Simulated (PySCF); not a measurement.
3-phenylfuran, C10H8O.
SMILES with atom numbers: `[cH:1]1[cH:2][cH:3][c:4](-[c:5]2[cH:6][cH:7][o:8][cH:9]2)[cH:10][cH:11]1` (hydrogens: H12 on C1; H13 on C2; H14 on C3; H15 on C6; H16 on C7; H17 on C9; H18 on C10; H19 on C11)

The same species was optimised twice, with GFN2-xTB and with PBE0-D3(BJ)/def2-SVP (PySCF), and the same property calculations (PySCF, gas phase) were run on both structures.

```
     coordinate  GFN2-xTB  PBE0-D3(BJ)/def2-SVP  change
      C5–C6 (Å)     1.427                 1.438  +0.011
    C10–C11 (Å)     1.382                 1.392  +0.010
      C4–C5 (Å)     1.457                 1.467  +0.010
      C2–C3 (Å)     1.382                 1.391  +0.009
      C1–C2 (Å)     1.385                 1.395  +0.010
     C1–C11 (Å)     1.385                 1.394  +0.009
      C3–C4 (Å)     1.394                 1.404  +0.010
     C4–C10 (Å)     1.393                 1.403  +0.010
      C7–O8 (Å)     1.344                 1.348  +0.004
      O8–C9 (Å)     1.342                 1.346  +0.004
      C6–C7 (Å)     1.357                 1.361  +0.004
      C5–C9 (Å)     1.370                 1.371  +0.001
   C7–O8–C9 (°)     107.0                 107.5    +0.5
  C3–C4–C10 (°)     118.7                 118.3    -0.4
   C6–C7–O8 (°)     110.8                 110.4    -0.4
   C2–C3–C4 (°)     120.6                 120.9    +0.3
   C3–C4–C5 (°)     120.8                 121.0    +0.2
   C5–C9–O8 (°)     111.1                 110.8    -0.3
   C4–C5–C9 (°)     127.7                 127.4    -0.3
 C4–C10–C11 (°)     120.6                 120.9    +0.3
C3–C4–C5–C6 (°)       156                   153      -3
```

Rotational constants: A = 3606, B = 671.5, C = 573.7 MHz (GFN2-xTB) against A = 3566, B = 661.2, C = 567.4 MHz (PBE0-D3(BJ)/def2-SVP). Point groups within 0.08 Å: C1 and C1.

On the GFN2-xTB structure: HOMO (eV) -6.35 [PBE0/pcSseg-1]; LUMO (eV) -0.69 [PBE0/pcSseg-1]; dipole (D) 0.48 [PBE0/pcSseg-1]; GIAO shielding of C1 (ppm) 54.6 [PBE0/pcSseg-1]; GIAO shielding of C2/C11 (mean) (ppm) 52.4 [PBE0/pcSseg-1]; GIAO shielding of C3/C10 (mean) (ppm) 55.8 [PBE0/pcSseg-1]; GIAO shielding of C4 (ppm) 48.8 [PBE0/pcSseg-1]; GIAO shielding of C5 (ppm) 52.0 [PBE0/pcSseg-1]; GIAO shielding of C6 (ppm) 71.0 [PBE0/pcSseg-1]; GIAO shielding of C7 (ppm) 38.2 [PBE0/pcSseg-1]; GIAO shielding of O8 (ppm) 35.6 [PBE0/pcSseg-1].

Problem. What do these properties become on the PBE0-D3(BJ)/def2-SVP structure?

Solution. 
```tsv
property	level	on GFN2-xTB	on PBE0-D3(BJ)/def2-SVP	change
HOMO (eV)	PBE0/pcSseg-1	-6.35	-6.39	-0.04
LUMO (eV)	PBE0/pcSseg-1	-0.69	-0.71	-0.02
dipole (D)	PBE0/pcSseg-1	0.48	0.47	-0.01
energy, GFN2-xTB geometry as zero (kcal/mol)	PBE0/pcSseg-1	0.0	-0.4	-0.4
GIAO shielding of C1 (ppm)	PBE0/pcSseg-1	54.6	52.1	-2.5
GIAO shielding of C2/C11 (mean) (ppm)	PBE0/pcSseg-1	52.4	50.1	-2.3
GIAO shielding of C3/C10 (mean) (ppm)	PBE0/pcSseg-1	55.8	52.8	-3.0
GIAO shielding of C4 (ppm)	PBE0/pcSseg-1	48.8	46.3	-2.5
GIAO shielding of C5 (ppm)	PBE0/pcSseg-1	52.0	51.0	-1.0
GIAO shielding of C6 (ppm)	PBE0/pcSseg-1	71.0	69.4	-1.6
GIAO shielding of C7 (ppm)	PBE0/pcSseg-1	38.2	37.1	-1.1
GIAO shielding of O8 (ppm)	PBE0/pcSseg-1	35.6	30.9	-4.7
```

The heavy atoms differ by 0.029 Å rms after alignment. Among bonds between heavy atoms C1–C2, C3–C4, C4–C5, C4–C10, C5–C6 and C10–C11 change most and about equally (+0.010 to +0.011 Å). Changes are differences of the printed values. Neither structure is proved a minimum here.

The values belong to the conformer `[cH:1]1[cH:2][cH:3][c:4](-[c:5]2[cH:6][cH:7][o:8][cH:9]2)[cH:10][cH:11]1`: C3–C4–C5–C6 153°.
